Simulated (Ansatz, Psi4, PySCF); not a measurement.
C₃H₃, charge -1, singlet, at a GFN2-xTB geometry. Base run: PySCF with MP2/6-311G**.

Here is a job for PySCF.
```python
from pyscf import gto, scf, mp

mol = gto.M(
    atom='''
C    -0.000588   -0.067353    0.131452
C     0.012727    0.421654    1.286929
C    -0.009166   -0.235089   -1.200541
H     0.008172   -0.086694    2.252544
H     0.909339   -0.330062   -1.783745
H    -0.935345   -0.298514   -1.775838
''',
    basis='6-311g**',
    charge=-1,
    spin=0,
    verbose=4,
)

mf = scf.RHF(mol)
mf.kernel()

pt = mp.MP2(mf)
pt.kernel()
print('E(MP2) = %.10f' % pt.e_tot)
```

The same geometry, method and basis name were run in Ansatz (a first-principles code) and Psi4 and PySCF, at each program's defaults and at the settings that a row names. The base is PySCF at its defaults. Differences at the defaults can come from grids, fitting, cores and function types together.

```tsv
code and settings	ΔE vs base (mEh)	basis functions	E (Eh)	SCF cycles
PySCF, defaults (exact integrals, spherical functions, all electrons correlated)	0.000	72	-115.72053	11
Psi4, defaults (density fitting with its default set, spherical functions, all electrons correlated)	?	72	?	13
Ansatz, defaults (factorised integrals, spherical functions, frozen core)	55.980	72	-115.66455	-
PySCF, frozen core	55.978	72	-115.66455	11
Psi4, exact integrals, spherical functions, frozen core	55.978	72	-115.66455	13
Ansatz, high accuracy, frozen core	55.978	72	-115.66455	-
```

Problem. Complete the blanks.

Solution. 
- Psi4, defaults (density fitting with its default set, spherical functions, all electrons correlated), ΔE vs base (mEh): 0.093
- Psi4, defaults (density fitting with its default set, spherical functions, all electrons correlated), E (Eh): -115.72044
